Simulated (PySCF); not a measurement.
AlCl3, charge +1, doublet, at a GFN2-xTB geometry (such geometries of metal compounds can be far from the true shape) (a state made from the parent by changing its charge; the spin is typed, not shown lowest). Base run: BLYP/STO-3G in PySCF.

Geometry (Å):
```xyz
4

Al     0.0065    -0.0070    -0.0181
Cl    -1.7236    -1.0671    -0.1956
Cl     0.0999     1.9104    -0.6988
Cl     1.6188    -0.8379     0.9083
```
Charge +1, spin multiplicity 2.
Orbitals are unrestricted.
All else is at PySCF's defaults.
Base energy -1604.78210 Eh.

Variants of this job, named by their change:

```json
[
 {"change": "base", "ΔE vs base (µEh)": "0.0", "SCF cycles": "9", "<S^2>": "0.750", "outcome": "converged"},
 {"change": "DIIS = EDIIS", "ΔE vs base (µEh)": "-", "SCF cycles": "50", "<S^2>": "-", "outcome": "not converged"},
 {"change": "conv_tol_grad = 1e-7", "ΔE vs base (µEh)": "0.0", "SCF cycles": "11", "<S^2>": "0.750", "outcome": "converged"},
 {"change": "init_guess = atom", "ΔE vs base (µEh)": "0.0", "SCF cycles": "9", "<S^2>": "0.750", "outcome": "converged"},
 {"change": "DIIS = ADIIS", "ΔE vs base (µEh)": "-", "SCF cycles": "50", "<S^2>": "-", "outcome": "not converged"},
 {"change": "init_guess = 1e", "ΔE vs base (µEh)": "0.0", "SCF cycles": "16", "<S^2>": "0.750", "outcome": "converged"},
 {"change": "diis = off; damp = 0.3 (with mf.diis_start_cycle = 200; with mf.max_cycle = 150)", "ΔE vs base (µEh)": "-", "SCF cycles": "150", "<S^2>": "-", "outcome": "not converged"},
 {"change": "solver = newton; init_guess = 1e", "ΔE vs base (µEh)": "0.0", "SCF cycles": "-", "<S^2>": "0.750", "outcome": "converged"},
 {"change": "diis = off; damp = 0.6 (with mf.diis_start_cycle = 200; with mf.max_cycle = 150)", "ΔE vs base (µEh)": "-", "SCF cycles": "150", "<S^2>": "-", "outcome": "not converged"},
 {"change": "init_guess = huckel", "ΔE vs base (µEh)": "0.0", "SCF cycles": "16", "<S^2>": "0.750", "outcome": "converged"},
 {"change": "init_guess = vsap", "ΔE vs base (µEh)": "0.0", "SCF cycles": "11", "<S^2>": "0.750", "outcome": "converged"},
 {"change": "init_guess = sap", "ΔE vs base (µEh)": "-", "SCF cycles": "14", "<S^2>": "-", "outcome": "not converged"},
 {"change": "diis = off (with mf.max_cycle = 100)", "ΔE vs base (µEh)": "-", "SCF cycles": "100", "<S^2>": "-", "outcome": "not converged"}
]
```

Open shells are given as the SCF converged; they aren't shown to be the lowest states, and a large step between rows can be another state.
